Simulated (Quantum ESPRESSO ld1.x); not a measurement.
Task: The mean radii <r> (bohr) of the occupied orbitals of an atom or ion are listed with their occupations. Calculated with ld1.x of Quantum ESPRESSO 7.5: non-relativistic Kohn-Sham, LDA (Slater exchange, VWN5 correlation), spin-polarised, spherical densities, point nucleus.

orbital  occ.     <r>
1s up       1  0.1889

Name the element and its charge. Open shells, if any, are filled with parallel spins first.

Result: Z = 8, oxygen, charge +7: O7+ in 1s1. The 1s radius gives Z: for a bare nucleus <r> = 1.5/Z, 0.1875 bohr for Z = 8, and the self-interaction of the functional makes it slightly larger (0.1889 here). The occupations add up to 1, and the charge is Z minus that.
